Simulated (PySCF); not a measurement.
W(OH)(H)5 (H₆OW), SMILES [OH][WH5], multiplicity 1.

Geometry optimised at PBE0-D3(BJ)/def2-TZVP. The multiplicity is an assumed one; no other spin state was optimised. The structure was generated by enumeration; whether it is a known compound was not checked. The def2 effective core potentials stand for the cores of W; spin–orbit coupling is left out.

Computed with PBE0-D3(BJ)/def2-TZVP run with PySCF.

Frequencies are harmonic and unscaled.

Computed vibrational spectrum:
| mode | ν (cm⁻¹) | IR (km/mol) | moving atoms (share of kinetic energy) |
|---|---|---|---|
| 1 | 256 | 0.6 | H 100 % |
| 2 | 347 | 21.3 | H 97 % |
| 3 | 434 | 91.1 | H 96 % |
| 4 | 551 | 76.5 | H 79 %, O 20 % |
| 5 | 655 | 76.3 | H 53 %, O 45 % |
| 6 | 714 | 108.3 | H 79 %, O 19 % |
| 7 | 773 | 60.4 | H 63 %, O 32 % |
| 8 | 862 | 11.3 | H 89 %, O 9 % |
| 9 | 895 | 24.9 | H 100 % |
| 10 | 1019 | 32.0 | H 100 % |
| 11 | 1039 | 71.7 | H 100 % |
| 12 | 1076 | 99.2 | H 99 % |
| 13 | 1995 | 186.8 | H 99 % |
| 14 | 1998 | 89.3 | H 100 % |
| 15 | 2051 | 113.9 | H 99 % |
| 16 | 2153 | 33.6 | H 100 % |
| 17 | 2162 | 19.6 | H 99 % |
| 18 | 3908 | 176.8 | H 94 % |
